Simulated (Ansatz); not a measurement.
Reaction (isomerisation): `CC1O[SiH2]1` → `[SiH3]C1CO1`

Gas-phase electronic energies from Ansatz, PBE0-D4/def2-TZVP geometries. CCSD(T)/CBS is the MP2 limit (def2-TZVPP, def2-QZVPP) plus CCSD(T) − MP2 in def2-TZVPP, frozen cores. Functionals use def2-TZVPP. B3LYP here is the variant with VWN-RPA as its local correlation; programs differ in this.

`CC1O[SiH2]1`:

Cartesian coordinates in Å:
```
C 0.880 0.483 -0.963
C 0.384 0.131 0.406
O -0.825 0.875 0.820
Si -1.156 -0.754 0.764
H 0.093 0.387 -1.714
H 1.705 -0.175 -1.245
H 1.243 1.515 -0.985
H 1.149 0.177 1.183
H -1.423 -1.426 2.055
H -2.050 -1.213 -0.323
```

`[SiH3]C1CO1`:

```xyz
10

Si    0.187    1.114   -0.883
C    -0.210    0.087    0.633
C    -0.166   -1.380    0.591
O     0.890   -0.657    1.179
H    -1.078    1.563   -1.526
H     0.981    2.311   -0.504
H     0.963    0.274   -1.830
H    -0.856    0.520    1.398
H     0.075   -1.886   -0.342
H    -0.785   -1.944    1.284
```

(1) Is it downhill or uphill in electronic energy at CCSD(T)/CBS, and by how much? (Best estimate.)

(2) What do these levels give: B97M-V, revPBE, BLYP, PBE0, B3LYP, BHLYP, LC-ωPBE, RPA@PBE/def2-TZVPP, HF/def2-SVP, HF/def2-TZVPP, MP2/CBS(def2), CCSD/CBS(def2)? (Estimate.)

Largest T1 diagnostic among the species: 0.013.

Results:

(1) Ansatz gave: Uphill: ΔE = +26.1 kcal/mol.

(2) Ansatz gave: B97M-V 25.9, revPBE 23.6, BLYP 25.1, PBE0 24.2, B3LYP 25.1, BHLYP 25.0, LC-ωPBE 23.6, RPA@PBE/def2-TZVPP 23.7, HF/def2-SVP 17.9, HF/def2-TZVPP 22.6, MP2/CBS(def2) 27.3, CCSD/CBS(def2) 25.8 kcal/mol.

At CCSD(T), def2-SVP lies −5.8 kcal/mol from the extrapolated value and def2-TZVPP −1.1 kcal/mol. In def2-TZVPP, CCSD(T) changes the Hartree–Fock value by +2.5 kcal/mol (the triples alone add +0.3 kcal/mol) and MP2 by +3.7 kcal/mol.
